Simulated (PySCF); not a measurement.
Geometry (Å), atoms numbered from 1 in this order:
```xyz
16

C    -2.4943   -0.2828    0.1205
C    -1.1448   -0.1529    0.0799
C    -0.3224   -1.3506   -0.0895
C     1.0206   -1.5058   -0.1621
C     2.0742   -0.5192   -0.0936
C     1.9503    0.8206    0.0638
C     0.7342    1.5890    0.2009
C    -0.5566    1.1805    0.2068
H    -3.1439    0.5862    0.2453
H    -2.9729   -1.2601    0.0295
H    -0.9095   -2.2717   -0.1697
H     1.3687   -2.5352   -0.2932
H     3.0905   -0.9150   -0.1802
H     2.8761    1.4028    0.0921
H     0.8873    2.6666    0.3171
H    -1.3027    1.9733    0.3270
```

Theoretical values (PySCF): structure optimised with PBE0-D3(BJ)/def2-SVP, GIAO PBE/pcSseg-1 shieldings. Isolated molecule, non-relativistic, fast rotation and ring inversion assumed for equivalent nuclei, one computed conformer.

Scale: 13C (σ = 180.03 ppm) and 1H (σ = 31.20 ppm) against TMS (reference shieldings calculated alike).

```csv
atoms,nucleus,count,δ (ppm)
H13/H14,1H,2,5.28
H9/H10,1H,2,4.31
H11/H16,1H,2,5.61
C4/C7,13C,2,?
C3/C8,13C,2,?
H12/H15,1H,2,?
C5/C6,13C,2,138.1
C2,13C,1,153.5
C1,13C,1,112.1
```

Complete the table.

Results:


- C3/C8: 148.0 ppm, alkene CH; an sp2 carbon of a C=C bond
- C4/C7: 132.0 ppm, alkene CH; as expected for a trigonal carbon in a double bond
- H12/H15: 5.11 ppm, hydrogen on an alkene CH; a vinylic proton, deshielded by the sp2 carbon and the C=C anisotropy

Shifts are as computed. Against solution values, carbons near 30 ppm lie about +2 ppm off and those near 130 ppm about +2 ppm. Of 1211 compounds with measured shifts, 218 miss one by over three times the rms of a fit or turn the order of signals round; such compounds aren't used in these exercises.
